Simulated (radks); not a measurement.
Problem. Radial electron density D(r) = 4 pi r^2 rho(r) of an atom or ion with 4 electrons. Method: Dirac Kohn-Sham, BLYP, spin-unpolarised, spherical densities, finite nucleus; Fermi nuclear charge, rms radius of each element as measured or else 0.836 A^(1/3) + 0.57 fm; computed with a radial shooting solver on a logarithmic mesh with Libxc functionals.

r (bohr)  D(r) (e/bohr)
0.002031          8.837
0.002442          11.76
0.002958          15.67
0.003585          20.62
0.004309          26.43
0.005221          33.62
0.006326          41.80
0.007604          50.16
0.009213          58.69
0.01116           65.90
0.01342           70.25
0.01626           70.71
0.0197            66.07
0.02368           56.94
0.02869           44.17
0.03477           31.20
0.04179           21.94
0.05063           17.88
0.06135           19.03
0.07434           21.97
0.08936           22.49
0.1083            18.66
0.1312            11.90
0.1577            5.799
0.1911            1.933
0.2315           0.4235
0.2783          0.06214
0.3372         0.004782

What is the nuclear charge?

Solution. Z = 58. The innermost maximum, from 1s, lies near gamma/Z bohr with gamma = sqrt(1 - (Z/c)^2) = 0.906, here 0.0156 bohr (found: 0.0151), and its height grows with Z. The density is that of the cerium ion Ce54+ in [He] 2s2; the configuration itself is not fixed sharply by these data, and Z only to a few units. D(r) has 2 maxima, at r = 0.0151, 0.0838 bohr, and minima at 0.0527 bohr, inside which lie 2.09 electrons.
